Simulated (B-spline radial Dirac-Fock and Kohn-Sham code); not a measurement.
# Electron momentum distribution of Ta⁶⁴⁺: Compton profiles

System: tantalum as Ta⁶⁴⁺, configuration [He] 2s2 2p5.

The run's input, task.json:

```json
{"items": [{
  "Z": 73,
  "q": 64,
  "cfg": [[1, 0, 2], [2, 0, 2], [2, 1, 5]],
  "A": 181,
  "rrms": 5.3507,
  "do": ["scatter"],
  "s": [0.0, 0.05, 0.1, 0.15, 0.2, 0.25, 0.3, 0.35, 0.4, 0.45, 0.5, 0.6, 0.7, 0.8, 0.9, 1.0, 1.1, 1.2, 1.4, 1.6, 1.8, 2.0, 2.5, 3.0, 3.5, 4.0, 5.0, 6.0],
  "pz": [0, 0.1, 0.2, 0.3, 0.4, 0.5, 0.6, 0.8, 1.0, 1.2, 1.4, 1.6, 1.8, 2.0, 2.5, 3.0, 4.0, 5.0, 7.0, 10.0, 15.0, 20.0, 30.0, 40.0, 60.0, 100.0],
  "hv_scatter": [1000, 2000, 5000, 8047.8, 10000, 20000, 200000, 500000]
}]}
```

Command: `python xray_run.py task.json out`

The computed values come from a radial B-spline solver: the impulse approximation on relativistic Hartree-Fock (Dirac-Fock) wave functions, averaged over the configuration. pz is in atomic units of momentum; subshell profiles are per electron, for a selection of subshells; open shells are spread over both j values by their weights.

```
 pz   J total   J 1s1/2   J 2s1/2   J 2p3/2
  7    0.1674    0.0101    0.0276    0.0189
 10    0.1512   0.00982    0.0214    0.0182
 15    0.1196   0.00926    0.0117    0.0158
 20   0.08919   0.00854   0.00535    0.0123
 30   0.04651   0.00689   0.00122   0.00583
 40   0.02524   0.00525  0.000930   0.00236
 60  0.009252   0.00277  0.000690  0.000386
100  0.001977  0.000742  0.000171  2.02e-05
```

Problem. What is the peak value J(0), and which subshell contributes most to it?

Solution. J(0) = 0.1849. The 2s1/2 subshell gives the largest part, 38 %.

Mean momentum ⟨p⟩ by subshell (a.u.): 1s1/2 75.6, 2s1/2 27.7, 2p1/2 36.4, 2p3/2 32.4.
